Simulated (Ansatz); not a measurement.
Reaction (formal exchange of groups at the Si–N bond): `C[SiH2]N[SiH3]` + `NC(=O)C(O)O` → `C[SiH2]C(N)=O` + `OC(O)N[SiH3]`

Calculated with Ansatz (gas phase, PBE0-D4/def2-TZVP geometries, no zero-point term in ΔE). CCSD(T)/CBS adds triple-zeta CCSD(T) − MP2 to the extrapolated MP2 energy (def2 sets, frozen cores). DFT in def2-TZVPP. B3LYP here is the variant with VWN-RPA as its local correlation; programs differ in this. One conformer a species, not always the lowest.

| level | ΔE (kcal/mol) | difference from CCSD(T)/CBS |
| --- | --- | --- |
| PBE-D4 | 21.5 | -2.9 |
| B3LYP-D4 | 23.4 | -1.0 |
| ωB97X-V | 24.1 | -0.3 |
| ωB97M-V | 24.4 | 0.0 |
| B2PLYP | 23.9 | -0.5 |
| r2SCAN | 23.7 | -0.7 |
| B3LYP | 22.9 | -1.5 |
| SCS-MP2/def2-TZVPP | 24.8 | 0.4 |
| HF/CBS(def2) | 25.9 | 1.5 |
| MP2/CBS(def2) | 25.2 | 0.8 |
| CCSD(T)/CBS | 24.4 | 0 |

Largest T1 diagnostic among the species: 0.015.

From PBE to PBE0 (25 % exact exchange), in def2-TZVPP and without D4, ΔE moves by +2.1 kcal/mol.
